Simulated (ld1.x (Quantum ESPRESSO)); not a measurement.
## Reading a pseudo-wave (P (Z = 15))

Columns: radius, all-electron u(r) and pseudo u(r) of the 3s shell (level -14.02 eV) of phosphorus in the configuration [Ne] 3s2 3p3; LDA (PZ), scalar-relativistic, RRKJ scheme, ld1.x (Quantum ESPRESSO) 7.5.

```tsv
r (bohr)	all-electron	pseudo
0.075	0.1804	0.0220
0.150	-0.0377	0.0447
0.225	-0.2489	0.0689
0.300	-0.3612	0.0953
0.375	-0.3769	0.1248
0.450	-0.3217	0.1582
0.525	-0.2219	0.1962
0.600	-0.0986	0.2395
0.675	0.0331	0.2885
0.750	0.1629	0.3429
0.825	0.2845	0.4020
0.900	0.3939	0.4642
0.975	0.4894	0.5272
1.050	0.5704	0.5881
1.125	0.6371	0.6440
1.200	0.6901	0.6922
1.275	0.7306	0.7311
1.350	0.7598	0.7598
1.425	0.7789	0.7789
1.500	0.7891	0.7891
1.575	0.7917	0.7917
1.650	0.7877	0.7877
1.725	0.7783	0.7783
1.800	0.7644	0.7644
1.875	0.7469	0.7469
1.950	0.7264	0.7264
```

Task: How many radial nodes do the two functions have?

Result: The all-electron 3s function has n − l − 1 = 2; the pseudo-wave has 0, since the states of the same l below it are removed with the core.

Task: At about which radius was the pseudo-wave matched?

Result: 1.50 bohr. The columns agree to 0.0005 from 1.27 bohr on; several derivatives are matched, so the curves merge somewhat inside the radius.

Task: Is the pseudo-wave norm-conserving?

Result: Yes: the RRKJ scheme keeps the norm inside the radius equal to the all-electron one, which fixes the energy derivative of the logarithmic derivative at the level.
